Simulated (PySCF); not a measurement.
## Where the electron goes

Species: C5H14GeO.
SMILES with atom numbers: `[CH3:1][CH2:2][CH2:3][C@@H:4]([CH3:5])[O:6][GeH3:7]` (hydrogens: H8, H9, H10 on C1; H11, H12 on C2; H13, H14 on C3; H15 on C4; H16, H17, H18 on C5; H19, H20, H21 on Ge7)

Geometry (PBE0-D3(BJ)/def2-SVP, Å), atoms numbered from 1 in this order:
```xyz
21
C5H14GeO angstrom
C     -2.944    0.200    0.901
C     -1.816   -0.819    0.924
C     -0.548   -0.317    0.247
C      0.662   -1.238    0.370
C      0.460   -2.588   -0.291
O      1.798   -0.651   -0.230
Ge     2.689    0.678    0.556
H     -2.656    1.128    1.420
H     -3.212    0.472   -0.133
H     -3.852   -0.188    1.388
H     -1.586   -1.094    1.969
H     -2.154   -1.749    0.437
H     -0.280    0.665    0.680
H     -0.731   -0.133   -0.826
H      0.853   -1.406    1.453
H      1.388   -3.174   -0.228
H     -0.347   -3.160    0.190
H      0.213   -2.455   -1.355
H      2.732    0.399    2.074
H      4.087    0.641   -0.076
H      2.008    2.035    0.287
```

Method used: PySCF 2.14.0, density-fitted response routines, TDDFT wB97X-D/def2-SVPD, vertical, gas phase, core orbitals frozen in the response. Relativistic effects, spin–orbit coupling among them, are left out although an element past zinc is present.

Kohn–Sham orbitals with the atoms that hold most of them (Löwdin shares over 4%, at most four atoms; ? is withheld):

| orbital | ε (eV) | atoms |
| --- | --- | --- |
| HOMO-3 | -11.34 | C2 21%, C3 19%, C1 10%, C4 5% |
| HOMO-2 | -11.03 | C2 20%, C3 14%, H12 9%, C1 8% |
| HOMO-1 | -10.24 | O6 44%, C4 15%, C5 10%, Ge7 8% |
| HOMO | -9.47 | ? |
| LUMO | ? | ? |
| LUMO+1 | 1.98 | Ge7 41%, H19 10%, H20 8%, H21 8% |
| LUMO+2 | 2.58 | C1 22%, C2 12%, Ge7 9%, H10 8% |

Task: Give the leading atoms of the LUMO.

Result: Ge7 (bonded to O and 3 H) 52%; H21 (bonded to Ge) 12%; H20 (bonded to Ge) 12%; H19 (bonded to Ge) 11%. By element: germanium 52%, hydrogen 35% or more.

Task: Give the leading atoms of the HOMO.

Result: O6 (bonded to C and Ge) 51%; C4 (bonded to 2 C, O and H) 11%; C3 (bonded to 2 C and 2 H) 10%; Ge7 (bonded to O and 3 H) 8%. By element: oxygen 51%, carbon 21% or more, germanium 8%.

Task: What is the LUMO energy, and the HOMO–LUMO gap?

Result: ε(LUMO) = 1.81 eV; the gap is 11.28 eV (0.4145 hartree).

Task: The HOMO–LUMO gap is 11.28 eV. Where does the response calculation put the lowest singlet, and from which orbitals?

Result: S1 is at 6.81 eV (f = 0.0040), 4.47 eV below the gap, made of HOMO→LUMO+1 (68%), HOMO→LUMO (22%). Its leading pair isn't HOMO and LUMO; the energies of that pair differ by 11.45 eV. Without the coupling terms of the response equations the lowest excitation would equal the gap.

Next come S2 at 7.46 eV (f 0.028), HOMO→LUMO (67%), HOMO→LUMO+1 (26%); S3 at 7.73 eV (f 0.050), HOMO-1→LUMO+1 (68%), HOMO-1→LUMO (15%); S4 at 8.00 eV (f 0.0098), HOMO→LUMO+3 (36%), HOMO→LUMO+2 (22%), HOMO→LUMO+4 (20%); S5 at 8.28 eV (f 0.029), HOMO-1→LUMO (40%), HOMO→LUMO+5 (19%), HOMO-1→LUMO+1 (18%).

Löwdin shares depend on the basis, the more so with diffuse functions.

One conformer stands for the species.
